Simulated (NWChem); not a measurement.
**Basis-set convergence for HIPb**

```xyz
3

Pb    -0.7484     0.8096     0.0000
H      0.5639     2.1256     0.0000
I      1.1473    -1.2926     0.0000
```
Charge 0, spin multiplicity 1.

All runs are NWChem calculations. All single points use one geometry, from PBE0/def2-SVP with def2 effective core potentials on I, Pb, a minimum by its harmonic frequencies.

Quantity: first vertical ionisation energy at the level G0W0@PBE0.

Effective core potentials replace the inner electrons of I, Pb; spin-orbit coupling is left out. GW and range-separated runs recompute their integrals, the others keep them in memory, which bears on the times. The structure started from a generated list of species.

Costs are rough ratios of processor time within this set of runs, SCF included, with def2-SVP as 1.

```tsv
basis	functions	first vertical ionisation energy (eV)	relative cost
def2-SVP	57	___	1
def2-SVPD	75	___	under 3
def2-TZVP	106	8.46	4
def2-TZVPP	114	8.50	4
def2-TZVPD	124	8.47	5
def2-QZVP	194	___	30
```

**Question.** Fill in the missing entries.

**Answer.** 
- def2-SVP, first vertical ionisation energy (eV): 8.14
- def2-SVPD, first vertical ionisation energy (eV): 8.17
- def2-QZVP, first vertical ionisation energy (eV): 8.72
